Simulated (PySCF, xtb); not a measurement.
C3H13NSi2, SMILES CCC(N)([SiH3])[SiH3].

xtb with GFN2-xTB at its own geometry gives an orbital gap of 4.11 eV and a dipole moment of 0.96 D.

Coordinates come from a PBE0-D3(BJ)/def2-SVP optimisation. This is a generated structure with no PubChem entry under its InChIKey; it may be hypothetical. One conformer was computed; it need not be the lowest.

**Question.** What does r2SCAN/def2-TZVP in PySCF give? (The exact figures need the calculation; the answer reports its results.)

**Answer.** gap 5.44 eV (levels -5.60 and -0.16 eV), dipole 0.91 D.
